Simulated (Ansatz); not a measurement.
C2H6ClFSn can be A, `C[CH2][SnH]([F])[Cl]`, or B, `[CH3][Sn]([CH3])([F])[Cl]`.

Gas-phase electronic energies from Ansatz, PBE0-D4/def2-TZVP geometries. CBS: MP2 limit from def2 TZ/QZ plus the TZ coupled-cluster correction, frozen cores. DFT in def2-TZVPP. B3LYP here is the variant with VWN-RPA as its local correlation; programs differ in this. Elements past krypton have def2 core potentials. For Sn outer-core shells are correlated without core-valence functions, which leaves a few kJ/mol of doubt a bond. One conformer a species, not always the lowest.

A:

Z-matrix (Å, degrees):
```
C
C 1 1.521
H 1 1.092 2 111.5
H 1 1.092 2 111.6 3 120.5
H 1 1.093 2 110.4 3 -119.8
Sn 2 2.129 1 111.7 3 -60.4
H 2 1.093 1 111.9 3 179.6
H 2 1.093 1 111.9 3 58.9
Cl 6 2.325 2 108.2 1 -53.6
F 6 1.922 2 105.3 1 57.1
H 6 1.700 2 124.4 1 178.2
```

B:

```xyz
11

C    -1.7557   -0.7657   -0.1000
Sn    0.3339   -0.4301   -0.1689
C     1.2657    1.3856    0.3960
F     1.1030   -1.7741    0.9744
Cl    1.0855   -0.9936   -2.3013
H    -2.1215   -0.5982    0.9128
H    -2.2614   -0.0936   -0.7925
H    -1.9414   -1.7986   -0.3916
H     2.3441    1.2437    0.3375
H     0.9836    1.6422    1.4168
H     0.9643    2.1823   -0.2833
```

Q: Which isomer does CCSD(T)/CBS put lower? Give the gap. (An estimate is asked.)

A: Computed: B, by 53.6 kJ/mol.

Q: Give E(B) − E(A) in kJ/mol with B3LYP-D4, B2PLYP, CCSD(T)/def2-TZVPP, PBE0-D4, B3LYP, ωB97M-V, HF/def2-TZVPP. (An estimate is asked.)

A: Ansatz gave: B3LYP-D4 -48.5, B2PLYP -51.8, CCSD(T)/def2-TZVPP -51.3, PBE0-D4 -47.4, B3LYP -49.8, ωB97M-V -49.3, HF/def2-TZVPP -46.8. None reverses the order clearly.

Largest T1 diagnostic: 0.012.

In def2-TZVPP, CCSD(T) changes the Hartree–Fock value by −4.5 kJ/mol (the triples alone add −0.9 kJ/mol) and MP2 by −8.7 kJ/mol.
